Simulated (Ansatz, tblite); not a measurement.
Cost and result up the ladder for `Cc1cccc2cc3ccccc3cc12` (27 atoms). The state is a singlet with charge 0. Geometry: PBE-D4/def2-SVP.

```xyz
27

C    -3.303   -0.818   -0.181
C    -2.071   -1.168    0.610
C    -2.125   -2.107    1.630
C    -0.972   -2.458    2.394
C     0.244   -1.862    2.137
C     0.367   -0.885    1.097
C     1.598   -0.262    0.815
C     1.732    0.700   -0.204
C     2.981    1.339   -0.498
C     3.075    2.279   -1.507
C     1.923    2.633   -2.275
C     0.703    2.038   -2.020
C     0.563    1.058   -0.985
C    -0.670    0.436   -0.702
C    -0.808   -0.528    0.317
H    -3.551    0.261   -0.098
H    -4.180   -1.395    0.170
H    -3.170   -1.030   -1.263
H    -3.085   -2.598    1.856
H    -1.065   -3.210    3.193
H     1.139   -2.125    2.722
H     2.483   -0.538    1.410
H     3.865    1.063    0.096
H     4.040    2.763   -1.723
H     2.016    3.383   -3.075
H    -0.187    2.309   -2.611
H    -1.543    0.722   -1.305
```

Ansatz on 4 threads of Intel Xeon on a shared host; xTB runs through tblite on one thread. Times are rough, summed over both states, and most runs start from the orbitals of an earlier one. PBE0-D4/def2-SVP serves as the yardstick here, not as an exact answer. The other state is a doublet.

The xTB rows come from tblite.

Raw xTB energies of ions are shifted by several eV.

```json
{"level": "GFN2-xTB", "functions": "72", "wall time": "0.14 s"}
{"level": "GFN1-xTB", "functions": "84", "wall time": "0.18 s"}
{"level": "PBE-D4/def2-SVP", "functions": "270", "wall time": "41 s"}
{"level": "PBE0-D4/def2-SVP", "functions": "270", "wall time": "83 s"}
```

Problem. Estimate what each level gives for the vertical IE (eV).

Solution. 
| level | vertical IE (eV) | difference from PBE0-D4/def2-SVP (eV) |
| --- | --- | --- |
| GFN2-xTB | 11.95 | 4.85 |
| GFN1-xTB | 12.92 | 5.81 |
| PBE-D4/def2-SVP | 6.99 | -0.12 |
| PBE0-D4/def2-SVP | 7.11 | 0.00 |
